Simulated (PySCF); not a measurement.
# Electron correlation in B⁻ (boron, charge -1)

[He] 2s2 2p2, high-spin 3P determinant. Calculation: PySCF 2.14, in aug-cc-pCVTZ-DK with one added diffuse shell each of s, p, d, f type (8s7p5d3f, 75 functions); the spin-free X2C one-electron Hamiltonian (Gaussian nucleus). Frozen: nothing; 6 electrons correlated.

MP2 pair energies summed by pair of shells (mhartree):

| pair | energy | share (%) |
| --- | --- | --- |
| 1s-1s | -36.84 | 34.2 |
| 2s-2p | -36.63 | 34.0 |
| 2s-2s | -19.89 | 18.5 |
| 2p-2p | -7.59 | 7.0 |
| 1s-2s | -4.53 | 4.2 |
| 1s-2p | -2.13 | 2.0 |

Total MP2 correlation energy: -107.61 mhartree.

Same-spin part -16.18 and opposite-spin part -91.43 mhartree; SCS-MP2 scales them by 1/3 and 6/5 to -115.11 mhartree.
